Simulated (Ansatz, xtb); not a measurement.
Pulling on the C2–H3 bond in CH6BeGe (SMILES [CH3][Be][GeH3]) (multiplicity 1 held, fragments rigid). Energies count from the point at 1.095 Å.
Geometry at that point (charge 0, multiplicity 1):
```xyz
9

Be    -0.184     1.049    -0.755
C     -0.419     2.393    -1.721
H     -1.227     3.031    -1.346
H     -0.683     2.118    -2.748
H      0.478     3.018    -1.780
Ge     0.126    -0.721     0.519
H      0.981    -1.818    -0.158
H      0.848    -0.399     1.848
H     -1.192    -1.420     0.925
```

R- and RO- levels are restricted; in cc, def2 and unpolarised 6-31G sets they are followed outwards from rest. Unrestricted levels (U-) break spin symmetry where that is lower. Active spaces are followed from a long bond inwards. Curves can end on different states.

Cores are frozen in the correlated methods. Filled d and f shells under p-block atoms count as core.

The values were computed with Ansatz (Gaussian basis) for Hartree–Fock, density functionals and correlated methods; xtb for the GFN methods. Values without a source in brackets are computed. The GFN methods have no spin term and hold the electronic entropy of 300 K.

Energies in kJ/mol.

| R (Å) | GFN2-xTB | R-HF/cc-pVDZ | U-CCSD(T)/cc-pVDZ | SC-NEVPT2 on CASSCF(2,2)/cc-pVDZ | FIC-MRCISD+Q on CASSCF(2,2)/cc-pVDZ |
|---|---|---|---|---|---|
| 0.876 | 112 | 129 | 139 | 141 | 139 |
| 0.986 | 20 | 26 | 31 | 32 | 31 |
| 1.095 | 0 | 0 | 0 | 0 | 0 |
| 1.205 | 16 | 16 | 11 | 10 | 11 |
| 1.315 | 49 | 54 | 44 | 42 | 45 |
| 1.479 | 110 | 128 | 111 | 107 | 111 |
| 1.643 | 174 | 208 | 181 | 176 | 180 |
| 1.917 | 271 | 333 | 285 | 276 | 280 |
| 2.191 | 349 | 440 | 364 | 347 | 352 |
| 2.520 | 417 | 545 | 420 | 399 | 403 |
| 2.958 | 471 | 652 | 443 | 430 | 433 |
| 3.506 | 501 | 748 | 448 | 441 | 444 |

Doubts at one or more of the structures used: a restricted determinant that unrestricted orbitals would lower (R-HF/cc-pVDZ); a spin-contaminated determinant (U-CCSD(T)/cc-pVDZ); T1 above 0.05 (U-CCSD(T)/cc-pVDZ).

Ansatz is a first-principles code.
